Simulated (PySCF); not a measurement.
**Field gradients at the hydrogen positions**

C5H4FNO.
Numbering: `[N:1]#[C:2][C@H:3]([F:4])[O:5][CH:6]1[CH:7]=[CH:8]1` (hydrogens: H9 on C3; H10 on C6; H11 on C7; H12 on C8)

Level: PBE0/pcSseg-1 (PySCF, non-relativistic); Q(2H) = 0.00286 b; rigid geometry, the same for H and D, with no vibrational averaging.

Question: Rank these positions by the coupling χzz of a deuteron there, largest first.
A. H9 (methine hydrogen)
B. H10 (methine hydrogen)
C. H12 (vinylic hydrogen)

Answer: C (246 kHz), B (206 kHz), A (169 kHz).

Question: Give the electric field gradient Vzz (the principal value of largest size), its asymmetry and the 2H coupling at each hydrogen.

Answer: 
| atom | bonded to | bond length (Å) | Vzz (au) | η | χzz (kHz) |
| --- | --- | --- | --- | --- | --- |
| H9 | C3 | 1.111 | 0.2511 | 0.01 | 169 |
| H10 | C6 | 1.089 | 0.3062 | 0.13 | 206 |
| H11 | C7 | 1.061 | 0.3680 | 0.01 | 247 |
| H12 | C8 | 1.062 | 0.3668 | 0.01 | 246 |

Geometry: GFN2-xTB, one conformer, isolated molecule. GFN2-xTB bond lengths can be off by several hundredths of an ångström, more for odd bonds, and the gradients follow them. With so small a basis the couplings can be 20 % off.

The run behind these numbers computed NMR shieldings as well. Time: 17 s of wall time; peak memory 0.71 GiB. Hardware: an Arm Neoverse V1 with one thread, shared host.

The values belong to the conformer `[N:1]#[C:2][C@H:3]([F:4])[O:5][CH:6]1[CH:7]=[CH:8]1`: C2–C3–O5–C6 -169°, C3–O5–C6–C7 -139°.
